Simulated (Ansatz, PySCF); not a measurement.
Isomers of CH8Si2: 1 is [SiH3]C[SiH3], 2 is C[SiH2][SiH3]; one conformer of each (the lowest of an xTB search), B3LYP-D3(BJ)/def2-TZVP minima.
Isomer 1 (charge 0, multiplicity 1):
```xyz
11

Si    -1.569     0.279    -0.161
C      0.077    -0.538    -0.543
Si     1.521     0.057     0.500
H     -2.643    -0.257    -1.033
H     -1.475     1.742    -0.376
H     -1.945     0.035     1.252
H     -0.028    -1.619    -0.410
H      0.315    -0.372    -1.598
H      1.722     1.513     0.309
H      1.252    -0.195     1.936
H      2.772    -0.645     0.125
```
Isomer 2 (charge 0, multiplicity 1, Z-matrix in Å and degrees):
```
Si
H 1 1.4860
H 1 1.4860 2 107.50
C 1 1.8824 2 110.05 3 119.86
H 4 1.0914 1 110.82 2 60.91
H 4 1.0914 5 108.02 1 -121.57
H 4 1.0914 5 108.10 6 -116.75
Si 1 2.3453 2 108.94 3 -117.91
H 8 1.4839 1 111.25 2 58.46
H 8 1.4852 9 108.35 1 -121.55
H 8 1.4852 9 108.35 10 -116.90
```

No zero-point or thermal terms.

Frozen-core correlation.

Codes used: Ansatz (Gaussian basis) for Hartree–Fock, density functionals and correlated methods; PySCF for the dispersion terms. 

One of these levels gives -0.084 eV for the electronic energy of isomer 2 less that of isomer 1. Name it.
(A) B3LYP-D3(BJ)/def2-TZVPP
(B) BLYP-D4/def2-TZVPP
(C) PBE0/def2-TZVPP
(D) CCSD(T)/cc-pV(D+d)Z

C, PBE0/def2-TZVPP. The others give -0.033 (BLYP-D4/def2-TZVPP), -0.012 (B3LYP-D3(BJ)/def2-TZVPP), 0.021 (CCSD(T)/cc-pV(D+d)Z)

Ansatz is a quantum-chemistry and plane-wave program.
